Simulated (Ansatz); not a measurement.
The same path of C₄H₁₁AlSi (17 atoms, charge 0, multiplicity 1) was run twice with different band settings. The coordinate that changes most is the dihedral C2–C4–Si5–H13.

These are results of RKS B3LYP/6-31G in Ansatz, not measurements.

Relaxed end points:

```xyz
17
Properties=species:S:1:pos:R:3
C -2.174 -0.984 -0.135
C -0.821 -0.996 -0.210
Al -0.037 -1.268 -2.000
C 0.031 -0.851 1.035
Si 0.564 0.985 1.363
C 1.404 1.800 -0.158
H -2.706 -0.898 0.816
H -2.808 -1.061 -1.016
H -1.032 -1.272 -3.261
H 1.538 -1.525 -2.184
H -0.510 -1.189 1.931
H 0.948 -1.451 0.970
H -0.657 1.780 1.746
H 1.518 1.012 2.531
H 0.699 1.903 -0.990
H 1.761 2.803 0.100
H 2.264 1.212 -0.498
```

```xyz
17
Properties=species:S:1:pos:R:3
C -1.502 -1.025 -1.045
C -0.268 -1.149 -0.500
Al 1.165 -1.832 -1.679
C -0.011 -0.801 0.952
Si 0.788 0.957 1.124
C -0.448 2.345 0.661
H -2.369 -0.710 -0.460
H -1.701 -1.237 -2.094
H 0.825 -2.000 -3.239
H 2.593 -2.264 -1.086
H -0.942 -0.808 1.538
H 0.674 -1.517 1.425
H 1.285 1.154 2.534
H 1.985 1.016 0.204
H -1.275 2.382 1.378
H 0.049 3.321 0.660
H -0.864 2.168 -0.336
```

Common settings: movable images 5; climbing image yes; spring 5.0 eV/Å²; optimiser quadratic models (default); start path IDPP; iteration limit 36; end points relaxed.

| run | force threshold |
| --- | --- |
| 1 | 0.05 eV/Å |
| 2 | 0.5 eV/Å |

**Question.** What does each run give, and how far can it be trusted?

**Answer.** Run 1: converged after 7 iterations, highest image 0.075 eV above the first end. A vibrational analysis at the climbing image gives one clearly imaginary mode, 66i cm⁻¹: a first-order saddle point.
Run 2: converged after 4 iterations, highest image 0.082 eV above the first end. The threshold of 0.5 eV/Å is loose, so the images may lie well off the minimum-energy path. The order of the stationary point at the top wasn't checked.
Limits of this set-up: no polarisation functions.
